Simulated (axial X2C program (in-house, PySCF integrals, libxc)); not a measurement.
**AsSH: properties at the nuclei**

Computed with an in-house all-electron X2C program for linear molecules (integrals from PySCF): two-component X2C with atomic mean-field Coulomb and Gaunt terms, Gaussian nuclei, basis As dyall-v3z, S dyall-av3z, H dyall-v3z with contracted cores.

As–S–H held linear, with bonds 2.168 and 1.338 Å (near the PBE0 minimum at charge 0 of the determinant lowest at the starting distance; the state shown can have its own minimum elsewhere, held linear; other orders of the atoms were not compared).

Determinant lowest in the PBE0 search, Ω = 1 (⟨Sz⟩ = 1.00, ⟨Lz⟩ = 0.00 at PBE0), spin on the atoms As 0.86, S 0.16, H -0.02:

```
level  Eeff magnitude (GV/cm)  Ws magnitude As (kHz)  Ws magnitude S (kHz)  A∥/gI As (MHz)  qzz As (a.u.)  A∥/gI S (MHz)  qzz S (a.u.)  A∥/gI H (MHz)  qzz H (a.u.)  μ (D)
 PBE0                  0.0602                0.00747               0.00481            -492           4.58          -34.5          2.23          -4.91          0.25  -0.12
   HF                   0.423                  0.203                0.0104            -425           4.54           33.9          2.18          -8.44          0.25  -0.73
B3LYP                   0.166                 0.0488               0.00779            -435           4.85          -33.8          2.24          -4.32          0.24  -0.07
```

Determinant 0.58 eV from it at PBE0 and this distance, Ω = 0 (closed shell), highest spinor 61% As p, 20% S p, 8% S d:

```tsv
level	qzz As (a.u.)	qzz S (a.u.)	qzz H (a.u.)	μ (D)
PBE0	4.75	2.10	0.25	0.15
HF	4.69	2.04	0.25	-0.42
B3LYP	4.90	2.14	0.24	0.11
```

Eeff is the effective electric field on the electron electric dipole moment in this Ω state and Ws the scalar–pseudoscalar constant of the nucleus named (defined with the proton number Z and per Ω); A∥ (defined per Ω) follows by multiplying with gI = μI/(I μN); qzz is the electric field gradient, eQq0 = 234.96 MHz × Q/barn × qzz; μ is positive if the H end (last atom) is positive. The operators were transformed with the bare-nucleus X2C matrices; with these basis sets, hyperfine constants and field gradients can be off by tens of per cent, and where levels differ in sign neither size nor sign is settled.

Question: With gI(75As) = 0.9597, Q(75As) = 0.311 barn, Q(33S) = -0.0694 barn, gI(1H) = 5.5857 (g factors from the IAEA table of nuclear moments by Stone; Q from Pyykkö, Mol. Phys. 2018), turn the PBE0 values of the first state into constants in MHz.

Answer: A∥(75As) = -492 × 0.9597 = -472 MHz; eQq0(75As) = 234.96 × (0.311) × (4.58) = 335 MHz; eQq0(33S) = 234.96 × (-0.0694) × (2.23) = -36.4 MHz; A∥(1H) = -4.91 × 5.5857 = -27.4 MHz.

The molecule was held linear; bending was not examined, so a bent shape may lie lower. Hydrosulfides and their kin are strongly bent in nature, so this linear model does not describe the real molecule.

Each state is one determinant with collinear spin, which with several unpaired electrons need not be a pure state. Unrestricted Hartree–Fock can overshoot spin polarisation at the nuclei. In the state Ω = 1 the sign of Eeff differs between levels (HF against PBE0). A closed determinant beside an open π² or δ² triplet, such as (π1/2)², mixes with its partner pair into the 0⁺ component of the triplet and ¹Σ⁺, so its energy is not that of a level, and 0⁺ can lie lowest. With several open shells hyperfine constants can be off by a factor of several. Where Eeff spreads by more than a factor of two the levels disagree and none is to be relied on. Open-shell Ω = 0 determinants with evenly filled partner blocks cannot be reached by this program, so the Ω shown need not be the lowest component. The search compared states at one distance, so a state with another bond length can lie lower. The sign of Ws at As differs between levels in the first state. PBE0 term energies can be off by some tenths of an eV.
